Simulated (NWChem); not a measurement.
System: C4H3N2, doublet; SMILES c1ncnc[c]1

Input file for NWChem:

```
start job
memory heap 200 mb stack 900 mb global 1100 mb
geometry units angstroms noautosym nocenter noautoz
  C      0.000000     0.000000     1.365038
  C      1.202118     0.000000     0.690132
  N      1.200795     0.000000    -0.657930
  C      0.000000     0.000000    -1.245494
  N     -1.200795     0.000000    -0.657930
  C     -1.202118     0.000000     0.690132
  H      2.170033     0.000000     1.185881
  H      0.000000     0.000000    -2.333929
  H     -2.170033     0.000000     1.185881
end
basis spherical
  * library 6-31g*
end
dft
  odft
  mult 2
  xc pbe0
  iterations 150
end
property
  efieldgrad
end
task dft property
```

Parts of the log:

```
             Northwest Computational Chemistry Package (NWChem) 7.3.0
             --------------------------------------------------------

                             Geometry "geometry" -> ""
                             -------------------------

 Output coordinates in angstroms (scale by  1.889725989 to convert to a.u.)

  No.       Tag          Charge          X              Y              Z
 ---- ---------------- ---------- -------------- -------------- --------------
    1 C                    6.0000     0.00000000     0.00000000     1.36503800
    2 C                    6.0000     1.20211800     0.00000000     0.69013200
    3 N                    7.0000     1.20079500     0.00000000    -0.65793000
    4 C                    6.0000     0.00000000     0.00000000    -1.24549400
    5 N                    7.0000    -1.20079500     0.00000000    -0.65793000
    6 C                    6.0000    -1.20211800     0.00000000     0.69013200
    7 H                    1.0000     2.17003300     0.00000000     1.18588100
    8 H                    1.0000     0.00000000     0.00000000    -2.33392900
    9 H                    1.0000    -2.17003300     0.00000000     1.18588100

 Effective nuclear repulsion energy (a.u.)     199.3795817717

                              NWChem Property Module
                              ----------------------

  itol2e modified to match energy
  convergence criterion.

                                 NWChem DFT Module
                                 -----------------

 Summary of "ao basis" -> "ao basis" (spherical)
 ------------------------------------------------------------------------------
       Tag                 Description            Shells   Functions and Types
 ---------------- ------------------------------  ------  ---------------------
 C                           6-31g*                  6       14   3s2p1d
 N                           6-31g*                  6       14   3s2p1d
 H                           6-31g*                  2        2   2s

  itol2e modified to match energy
  convergence criterion.

[...]

          -----------------------
          Electric field gradient
          -----------------------

 1 a.u. = 0.324123 10**(16) esu/cm**3  ( or statvolts/cm**2 ) = 0.97174 10**(22) v/m**2

 ------------------------------------------------------------
   Atom      X         Y         Z
 ------------------------------------------------------------
    1 C    0.00000   0.00000   2.57955
 ------------------------------------------------------------

 Electric field gradient in molecular frame (a.u.)
         XX             YY             ZZ             XY             XZ             YZ
 ------------------------------------------------------------------------------------------
        0.246544      -0.185141      -0.061403      -0.000000      -0.000000       0.000000

 Principal components (a.u.) and orientation
 of principal axis w.r.t. absolute frame                      Asymmetry parameter eta
 --------------------------------------------------------------------------------------
        0.246544      -0.185141      -0.061403                       0.501891

        1.000000       0.000000       0.000000
       -0.000000       1.000000       0.000000
       -0.000000      -0.000000       1.000000

 ------------------------------------------------------------
   Atom      X         Y         Z
 ------------------------------------------------------------
    2 C    2.27167   0.00000   1.30416
 ------------------------------------------------------------

 Electric field gradient in molecular frame (a.u.)
         XX             YY             ZZ             XY             XZ             YZ
 ------------------------------------------------------------------------------------------
        0.243024      -0.305167       0.062143      -0.000000       0.033618      -0.000000

 Principal components (a.u.) and orientation
 of principal axis w.r.t. absolute frame                      Asymmetry parameter eta
 --------------------------------------------------------------------------------------
       -0.305167       0.249070       0.056097                       0.632352

        0.000000       0.984210      -0.177006
        1.000000      -0.000000      -0.000000
        0.000000       0.177006       0.984210

 ------------------------------------------------------------
   Atom      X         Y         Z
 ------------------------------------------------------------
    3 N    2.26917   0.00000  -1.24331
 ------------------------------------------------------------

 Electric field gradient in molecular frame (a.u.)
         XX             YY             ZZ             XY             XZ             YZ
 ------------------------------------------------------------------------------------------
        0.640152      -0.591868      -0.048284      -0.000000      -0.547569       0.000000

 Principal components (a.u.) and orientation
 of principal axis w.r.t. absolute frame                      Asymmetry parameter eta
 --------------------------------------------------------------------------------------
        0.942709      -0.591868      -0.350840                       0.255676

        0.875273       0.000000       0.483629
       -0.000000       1.000000       0.000000
       -0.483629      -0.000000       0.875273

 ------------------------------------------------------------
   Atom      X         Y         Z
 ------------------------------------------------------------
    4 C    0.00000   0.00000  -2.35364
 ------------------------------------------------------------

[...]
```

Level: PBE0/6-31G* (spherical d), spin-unrestricted. In the optimisation the excess spin sits in a1 (C2v, its own frame). Geometry: optimised at B3LYP/6-31G* (spherical d), spin-unrestricted. No stability test was run on the SCF state. NWChem prints the field gradient with the sign opposite to the second derivative of the potential.
